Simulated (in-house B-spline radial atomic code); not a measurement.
**RPA and G0W0 on r2SCAN0: the palladium ion Pd⁵⁺**

Configuration [Kr] 4d5, highest spin, mean-field start r2SCAN0. Computed with an all-electron radial atomic-structure program (B-spline basis): all electrons, non-relativistic, point nucleus, each spin shell either full or empty, empty states to l = 9 with an (l + 1/2)⁻⁴ tail; G0W0 by contour deformation at full frequency.

Without relativity these are model numbers: it shifts the levels of so heavy an element strongly and can reorder them.

Command:
```bash
python run_gw.py task.json out
```
Settings (radii: box in bohr, nucleus in fm):
```
Z                        46
electrons                41
configuration            [Kr] 4d5
hamiltonian              nr
method                   r2scan0
lmax                     9
spin_polarised           True
box_radius               10.43
intervals                51
```

Cost of the run: 5 s on 1 thread of Arm Neoverse N1, with other jobs on the host.

Energies (hartree):

```tsv
term	value
mean-field total	-4933.91746
Hartree-Fock functional on these orbitals	-4931.85968
direct second order	-3.3394
second-order exchange	0.95892
SOSEX correction	0.90302
```

Task: What is the RPA correlation energy, and what remains with SOSEX?

Result: RPA gives -3.0005 hartree (-1.99 eV per electron); RPA + SOSEX gives -2.0975, and the second-order doubles -2.3804 hartree (no singles). SOSEX takes back 30 % of the RPA value.

Quasi-particle levels (eV):

```csv
level,occupied,mean field,Σx - vxc,Σc,QP weight,G0W0
4d up,yes,-79.76,-6.02,?,?,?
4p down,yes,-124.90,-6.24,-0.31,0.953,-131.45
4d down,no,-68.50,8.28,-3.66,0.964,-63.88
```

G0W0 = mean field + (Σx - vxc) + Σc, with Σc (partial-wave tail included) taken at the quasi-particle energy. Only the outer levels were computed. Levels of low weight are left out.

Task: Where does G0W0 put 4d up?

Result: At -85.92 eV, with Σc = -0.15 eV and a quasi-particle weight of 0.964. The tabulated removal energy is 84.1 ± 2 eV (NIST, tabulated theory); the calculation leaves out relativity, Breit and QED terms, and what these don't explain is the method's own error.
